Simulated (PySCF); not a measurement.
System: CH5Al, charge 0, multiplicity 1. 
Coordinates optimised at B3LYP-D3(BJ)/def2-TZVP (Ansatz):
SMILES: [CH3][AlH2]
```xyz
7

C     -1.2332    -0.0346     0.1111
Al     0.7126     0.0257    -0.0661
H     -1.6831    -0.6311    -0.6886
H     -1.5140    -0.5251     1.0496
H     -1.6987     0.9525     0.1013
H      1.5319    -1.3232    -0.2072
H      1.4994     1.4007    -0.0623
```

Dispersion corrections to the total energy (kcal/mol) from the dftd3 and dftd4 libraries through PySCF: D3(BJ) without and D4 with the three-body term, each with the damping fitted for the functional named.

```csv
functional,D3(BJ),D4
B3LYP,-3.47,-2.92
LC-wPBE,___,-2.01
PBE,___,-1.81
B2PLYP,-1.65,-1.24
r2SCAN,-0.51,___
BP86,-3.15,-2.37
PW6B95,-1.01,-1.64
```

Q: What belongs in the gaps?

A: 
- LC-wPBE, D3(BJ): -1.83
- PBE, D3(BJ): -1.92
- r2SCAN, D4: -0.42
